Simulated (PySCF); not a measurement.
## Field gradients at the hydrogen positions

Species: C6H9PSi.
Cartesian coordinates in Å at the GFN2-xTB level; atoms count from 1:
```
atom  x, y, z in Å
Si1    2.8962    0.3969   -0.2125
P2     1.4671   -0.8272   -1.4251
C3    -0.0548   -0.3863   -0.5310
C4    -0.6573   -1.2448    0.3814
C5    -1.8271   -0.8736    1.0185
C6    -2.4084    0.3542    0.7517
C7    -1.8180    1.2110   -0.1635
C8    -0.6523    0.8414   -0.8058
H9     2.6646    1.7966   -0.5701
H10    4.2391   -0.0294   -0.6042
H11    2.7257    0.2340    1.2338
H12    1.6987   -2.0189   -0.7446
H13   -0.2090   -2.2070    0.5894
H14   -2.2866   -1.5474    1.7271
H15   -3.3218    0.6411    1.2515
H16   -2.2709    2.1681   -0.3787
H17   -0.1923    1.5032   -1.5278
```

Level: PBE0/pcSseg-1 (PySCF, non-relativistic); Q(2H) = 0.00286 b; rigid geometry, the same for H and D, with no vibrational averaging.

Question: Rank these positions by the coupling χzz of a deuteron there, largest first.
A. H9 (Si–H hydrogen)
B. H12 (P–H hydrogen)
C. H13 (aromatic hydrogen)

Answer: C (217 kHz), B (138 kHz), A (110 kHz).

Question: Give the electric field gradient Vzz (the principal value of largest size), its asymmetry and the 2H coupling at each hydrogen.

Answer: 
```json
{"atom": "H9", "bonded to": "Si1", "bond length (Å)": "1.463", "Vzz (au)": "0.1633", "η": "0.02", "χzz (kHz)": "110"}
{"atom": "H10", "bonded to": "Si1", "bond length (Å)": "1.462", "Vzz (au)": "0.1638", "η": "0.01", "χzz (kHz)": "110"}
{"atom": "H11", "bonded to": "Si1", "bond length (Å)": "1.465", "Vzz (au)": "0.1617", "η": "0.00", "χzz (kHz)": "109"}
{"atom": "H12", "bonded to": "P2", "bond length (Å)": "1.392", "Vzz (au)": "0.2049", "η": "0.10", "χzz (kHz)": "138"}
{"atom": "H13", "bonded to": "C4", "bond length (Å)": "1.082", "Vzz (au)": "0.3229", "η": "0.07", "χzz (kHz)": "217"}
{"atom": "H14", "bonded to": "C5", "bond length (Å)": "1.080", "Vzz (au)": "0.3264", "η": "0.06", "χzz (kHz)": "219"}
{"atom": "H15", "bonded to": "C6", "bond length (Å)": "1.080", "Vzz (au)": "0.3277", "η": "0.06", "χzz (kHz)": "220"}
{"atom": "H16", "bonded to": "C7", "bond length (Å)": "1.080", "Vzz (au)": "0.3263", "η": "0.06", "χzz (kHz)": "219"}
{"atom": "H17", "bonded to": "C8", "bond length (Å)": "1.082", "Vzz (au)": "0.3210", "η": "0.08", "χzz (kHz)": "216"}
```

Question: Average by the element that carries the hydrogen.

Answer: on Si: 110 kHz over 3 positions, mean bond length 1.464 Å; on P: 138 kHz over 1 position, mean bond length 1.392 Å; on C: 218 kHz over 5 positions, mean bond length 1.081 Å.

One conformer (not necessarily the lowest) at the GFN2-xTB geometry, without solvent, vibrations or thermal averaging. GFN2-xTB bond lengths can be off by several hundredths of an ångström, more for odd bonds, and the gradients follow them. A larger basis could move these couplings by a tenth or more.
